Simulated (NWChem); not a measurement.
# Relativistic effects in H$_{2}$Sn

```xyz
3

Sn     0.0000     0.0000     0.0484
H      1.2622     0.0000    -1.2089
H     -1.2622     0.0000    -1.2089
```
Charge 0, spin multiplicity 1.

The numbers come from NWChem runs, not from measurements. All single points use one geometry, from PBE0/def2-SVP with def2 effective core potentials on Sn, a minimum by its harmonic frequencies.

Functional PBE, all-electron basis x2c-SVPall-2c, contracted for the X2C Hamiltonian and used here with ZORA. The ion keeps the geometry and has multiplicity 2 in the scalar run; the spin-orbit run starts from the same electron counts.

The cost column gives rough processor time relative to scalar ZORA; each entry includes its own SCF.

The structure started from a generated list of species. No SCF solution was tested for a lower state.

| Hamiltonian | ΔSCF ionisation energy (eV) | HOMO (eV) | LUMO (eV) | gap (eV) | relative cost |
|---|---|---|---|---|---|
| scalar ZORA | 8.91 | -5.60 | -3.77 | 1.83 | 1 |
| spin-orbit ZORA | 8.91 | -5.60 | -3.76 | 1.84 | under 3 |

From scalar ZORA to spin-orbit ZORA the ionisation energy increases by 0.01 eV.
